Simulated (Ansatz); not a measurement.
Agn (charge +1): gap (eV) at several levels, gas phase, relaxed structures; Ansatz. Clusters are the lowest isomers that short searches found in that spin, judged at the geometry's level. Core potentials for Ag in the def2 sets, no spin–orbit coupling. HOMO and LUMO are taken over both spins. Singlets are spin-restricted. The structures are stationary points that may keep the symmetry of their start.

```
species    state            geometry  PBE-D4/def2-SVP  PBE-D4/def2-TZVP  r2SCAN-D4/def2-TZVP  PBE0-D4/def2-SVP  PBE0-D4/def2-TZVP
   Ag4⁺  doublet    PBE0-D4/def2-SVP             0.34              0.35                 0.62              1.69               1.70
   Ag9⁺  singlet  r2SCAN-D4/def2-SVP             1.86              1.84                 1.98              3.02               3.01
```

(1) Estimate the rows for Ag3⁺ (singlet, B3LYP-D4/def2-TZVP geometry).

(1) 
| species | state | geometry | PBE-D4/def2-SVP | PBE-D4/def2-TZVP | r2SCAN-D4/def2-TZVP | PBE0-D4/def2-SVP | PBE0-D4/def2-TZVP |
| --- | --- | --- | --- | --- | --- | --- | --- |
| Ag3⁺ | singlet | B3LYP-D4/def2-TZVP | 2.97 | 2.96 | 3.21 | 4.44 | 4.44 |

Over the 3 species that have every level, the mean is 1.72 at PBE-D4/def2-SVP, 1.72 at PBE-D4/def2-TZVP, 1.94 at r2SCAN-D4/def2-TZVP, 3.05 at PBE0-D4/def2-SVP, 3.05 at PBE0-D4/def2-TZVP. Orbital gaps grow with the share of exact exchange and aren't one observable across functionals.
